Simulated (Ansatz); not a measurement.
Method: B3LYP-D3(BJ)/def2-TZVP (Ansatz, a quantum-chemistry and plane-wave program). No frequencies were computed at this level.

Ansatz 0.2 input:
```yaml
crystal:
  periodic: [false, false, false]
  atoms:
    - { symbol: F, position_ang: [-0.812377, 1.171585, -0.20545] }
    - { symbol: B, position_ang: [-0.52239, -0.098585, 0.003079] }
    - { symbol: F, position_ang: [-1.549634, -0.910031, 0.108149] }
    - { symbol: S, position_ang: [1.15907, -0.675727, 0.134851] }
    - { symbol: H, position_ang: [1.725331, 0.512758, -0.040629] }
basis:
  gaussian: { orbitals: def2-tzvp }
hamiltonian:
  xc: b3lyp
  dispersion: d3bj
relax:
  max_steps: 150
```

Output:

```
Functional definition: B3LYP
796 factors; their error is unknown
mean field evaluation 1: about -16966.9377 eV, gradient 4.2e1 eV
mean field evaluation 2: about -16964.4031 eV, gradient 6.2e1 eV
mean field evaluation 4: about -16969.3685 eV, gradient 7.6e-1 eV
mean field evaluation 8: about -16969.4060 eV, gradient 3.4e-2 eV
mean field -16969.40599023 eV, -623.6141678644 hartree, gradient 1.4e-5 eV, S^2 0.000000; 0 other end points of the search recorded, 0 dependent functions left out
reference -16969.40619535 eV, -623.6141754025 hartree; 20, 20 occupied and 116, 116 virtual orbitals, 796 factors
relax step   1: F+E_penalty+E_count = -16969.54104405 eV  Δ(F+E_penalty+E_count) = +0.000e0 eV  max|allowed force component| = 7.256e-1 eV/Å  Δτ_max = 0.0000 Å  (26 SCF iters, accepted)
these checks for a lower state are left out or cut short: starts, cluster_reference, orbital_swaps, neighbouring_geometries, increment
796 factors; their error is unknown
mean field evaluation 16: about -16969.3836 eV, gradient 1.4e0 eV
mean field -16969.42381911 eV, -623.6148230636 hartree, gradient 1.2e-5 eV, S^2 0.000000; 0 other end points of the search recorded, 0 dependent functions left out
reference -16969.42402452 eV, -623.6148306123 hartree; 20, 20 occupied and 116, 116 virtual orbitals, 796 factors
relax step   2: F+E_penalty+E_count = -16969.55875737 eV  Δ(F+E_penalty+E_count) = -1.771e-2 eV  max|allowed force component| = 2.881e-1 eV/Å  Δτ_max = 0.0131 Å  (30 SCF iters, accepted)
these checks for a lower state are left out or cut short: starts, cluster_reference, orbital_swaps, neighbouring_geometries, increment
796 factors; their error is unknown
mean field -16969.41747256 eV, -623.6145898323 hartree, gradient 1.5e-5 eV, S^2 0.000000; 0 other end points of the search recorded, 0 dependent functions left out
reference -16969.41767817 eV, -623.6145973883 hartree; 20, 20 occupied and 116, 116 virtual orbitals, 796 factors
relax step   3: F+E_penalty+E_count = -16969.55214442 eV  Δ(F+E_penalty+E_count) = +6.613e-3 eV  max|allowed force component| = 5.084e-1 eV/Å  Δτ_max = 0.0393 Å  (29 SCF iters, rejected (line search))
these checks for a lower state are left out or cut short: starts, cluster_reference, orbital_swaps, neighbouring_geometries, increment
796 factors; their error is unknown
mean field evaluation 32: about -16969.4293 eV, gradient 1.4e-1 eV
mean field -16969.42929155 eV, -623.6150241721 hartree, gradient 1.0e-5 eV, S^2 0.000000; 0 other end points of the search recorded, 0 dependent functions left out
reference -16969.42949717 eV, -623.6150317287 hartree; 20, 20 occupied and 116, 116 virtual orbitals, 796 factors
relax step   4: F+E_penalty+E_count = -16969.56409167 eV  Δ(F+E_penalty+E_count) = -5.334e-3 eV  max|allowed force component| = 1.331e-1 eV/Å  Δτ_max = 0.0173 Å  (30 SCF iters, accepted)
these checks for a lower state are left out or cut short: starts, cluster_reference, orbital_swaps, neighbouring_geometries, increment
796 factors; their error is unknown
mean field -16969.42975457 eV, -623.6150411879 hartree, gradient 1.3e-5 eV, S^2 0.000000; 0 other end points of the search recorded, 0 dependent functions left out
reference -16969.42996019 eV, -623.6150487443 hartree; 20, 20 occupied and 116, 116 virtual orbitals, 796 factors
relax step   5: F+E_penalty+E_count = -16969.56448648 eV  Δ(F+E_penalty+E_count) = -3.948e-4 eV  max|allowed force component| = 6.806e-3 eV/Å  Δτ_max = 0.0033 Å  (30 SCF iters, accepted)
796 factors; their error is unknown
mean field -16969.42975457 eV, -623.6150411879 hartree, gradient 2.2e-5 eV, S^2 0.000000; 1 other end points of the search recorded, 0 dependent functions left out
reference -16969.42996019 eV, -623.6150487443 hartree; 20, 20 occupied and 116, 116 virtual orbitals, 796 factors
Total energy: -16969.56469210 eV, -623.6200000505 hartree
Atom 0 at    -0.818918     1.195229    -0.209472 Å, force    -0.003798     0.002201    -0.000222 eV/Å
Atom 1 at    -0.534737    -0.080249     0.000147 Å, force     0.006806     0.002260    -0.000804 eV/Å
Atom 2 at    -1.538378    -0.933998     0.112108 Å, force    -0.000903    -0.002860     0.000656 eV/Å
Atom 3 at     1.159584    -0.691535     0.137414 Å, force    -0.002502     0.001615    -0.000162 eV/Å
Atom 4 at     1.732449     0.510553    -0.040196 Å, force     0.000396    -0.003215     0.000532 eV/Å
Dipole moment:     0.255624     0.102926    -0.010290 e Å
```

Cost: very roughly 21 core-seconds.
